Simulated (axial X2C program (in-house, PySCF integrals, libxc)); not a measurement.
**Correcting the dissociation energy of NbF⁺ for spin–orbit coupling**

A spin-free CCSD(T) curve (one-electron X2C) was computed with an in-house relativistic program for diatomic molecules, basis Nb dyall-cv3z [11s12p9d5f3g], F dyall-av3z [7s6p3d2f] (cores contracted in-house), for the state M_S = 3/2, Λ = 0 (beyond evenly filled blocks: σα, δ+α, δ-α). It gives D0 = 5.252 eV to Nb+ + F, which in a spin-free picture are the weighted means of the ground terms.

Correlated methods: 11 electrons correlated (number of frozen shells: Nb 4 s, 3 p, 1 d; F 1 s), 293 virtual spin orbitals or spinors in MP2, 90 natural virtuals in coupled cluster.

Measured levels of the ground terms (NIST Handbook of Basic Atomic Spectroscopic Data), in cm⁻¹: Nb+ 5D: J = 0 at 0, J = 1 at 159, J = 2 at 438.4, J = 3 at 801.3, J = 4 at 1224.8; F 2P: J = 3/2 at 0, J = 1/2 at 404.1.

The molecular state has Λ = 0, so it has no first-order lowering.

(1) How far does each ground level lie under the (2J+1)-weighted mean of its term?

(2) Correct D0.

Second-order spin–orbit effects in the molecule, which grow quickly with Z, are left out. The state is a single determinant with fixed occupations, the lowest that a limited PBE0 search found. De is counted from the lowest determinant-based energies of the atoms at the same level, without counterpoise correction. Coupled cluster ran in a truncated set of natural virtual spinors; the MP2 energy of the rest was added. (T) has no such correction and the atoms are truncated less, which lowers De at CCSD(T) by a hundredth of an eV or more. Other states lie close and PBE0, whose exact exchange favours high spin, may order them wrongly; the determinant shown need not be the ground state. The nearest other spin-free determinant of the search, M_S = 3/2, Λ = 1, lies 0.12 eV up at the distance of the search. The outer-core s and p shells of the metal are frozen in the correlated rows, which leaves out core–valence correlation; for alkali and alkaline-earth bonds that tends to lengthen them. With the outer-core shells frozen, correlated bond lengths of heavy atoms tend to come out a few hundredths of an ångström too long.

## Answers

(1) Nb+: (1 × 0 + 3 × 159 + 5 × 438.4 + 7 × 801.3 + 9 × 1224.8)/25 = 772 cm⁻¹; F: (4 × 0 + 2 × 404.1)/6 = 135 cm⁻¹.

(2) D0 = 5.252 + (0 − 907)/8065.5 = 5.140 eV at CCSD(T) with these spin–orbit terms.
